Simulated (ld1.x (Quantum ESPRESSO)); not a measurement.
## hafnium: variants of one RRKJ potential

Base potential:

```json
{
  "Element": "hafnium",
  "Generator": "ld1.x (Quantum ESPRESSO) 7.5",
  "Type": "norm-conserving RRKJ (Kleinman–Bylander form)",
  "Functional": "LDA (PZ)",
  "Relativity": "scalar-relativistic",
  "Frozen core": "[Xe] 4f14",
  "Valence charge": "4",
  "Reference configuration": "5d2 6s1 6p1",
  "Partial waves": "6s (bound): rc 3.05 bohr; 6p (bound): rc 3.00 bohr; 5d (bound): rc 2.30 bohr",
  "Local potential": "all-electron potential smoothed inside 2.70 bohr (lloc = -1)",
  "Core correction": "a·sin(br)/r model core, default radius (core density twice the valence density)",
  "rho0": "0.005"
}
```

All-electron outer shells of the reference configuration (LDA (PZ), scalar-relativistic, ld1.x):

```csv
shell,level (eV),outermost node (bohr),outermost maximum (bohr)
5p,-37.19,0.60,1.16
4f,-18.52,–,0.45
6s,-6.20,1.36,2.82
5d,-4.09,0.67,1.69
6p,-2.16,1.65,3.95
```

Cutoffs, loose and tight: the cutoffs (Ry, on a coarse ladder) from which the occupation-weighted sum of valence levels, in a spherical-Bessel basis at the reference potential, stays within 10 and 1 mRy of its value at 400 Ry. They do not see the model core or the augmentation charge, which bear on the density cutoff. Test errors are all-electron minus pseudo excitation energies from the reference, over the configurations 5d2 6s2 6p0; 5d2 6s1 6p0; 5d2 6s0 6p0; 5d2 6s0 6p1; 5d1 6s2 6p0; 5d1 6s2 6p1; 5d3 6s1 6p0 (two spin-polarised tests are not counted in the largest error). A dash means not determined; rows that change the core or the reference have their own tests.

A true bound ghost makes a file unfit for plane-wave use even where its test errors are small: the radial tests pick states by their node count and pass the ghost by.

| change | outcome | cutoff, loose | cutoff, tight | bound ghosts | largest test error (meV) |
| --- | --- | --- | --- | --- | --- |
| base | generated | 21 Ry | 25 Ry | s | +48 |
| wave 5d (bound): rc 2.30 bohr becomes 5d (bound): rc 1.44 bohr | generated | 45 Ry | 70 Ry | s | +46 |
| wave 5d (bound): rc 2.30 bohr becomes 5d (bound): rc 1.76 bohr | generated | 21 Ry | 50 Ry | s | +46 |
| wave 5d (bound): rc 2.30 bohr becomes 5d (bound): rc 1.94 bohr | generated | 21 Ry | 30 Ry | s | +47 |
| wave 5d (bound): rc 2.30 bohr becomes 5d (bound): rc 2.14 bohr | generated | 21 Ry | 30 Ry | s | +47 |
| wave 5d (bound): rc 2.30 bohr becomes 5d (bound): rc 2.32 bohr | generated | 21 Ry | 25 Ry | s | +49 |
| wave 5d (bound): rc 2.30 bohr becomes 5d (bound): rc 2.58 bohr | generated | 18 Ry | 21 Ry | s | +53 |
| wave 5d (bound): rc 2.30 bohr becomes 5d (bound): rc 2.84 bohr | generated | 18 Ry | 21 Ry | s | +61 |
| wave 5d (bound): rc 2.30 bohr becomes 5d (bound): rc 3.02 bohr | generated | 15 Ry | 18 Ry | s | +68 |
| wave 5d (bound): rc 2.30 bohr becomes 5d (bound): rc 3.22 bohr | generated | 15 Ry | 18 Ry | s | +82 |
| wave 5d (bound): rc 2.30 bohr becomes 5d (bound): rc 3.40 bohr | generated | 12 Ry | 18 Ry | s | +94 |

Reading the sweep of the d radius (base included, trends over the rows without a ghost): Bound ghosts are found at 1.44, 1.76, 1.94, 2.14, 2.3, 2.32, 2.58, 2.84, 3.02, 3.22, 3.4 bohr. Every judged row has one, so this setting neither creates nor removes them.
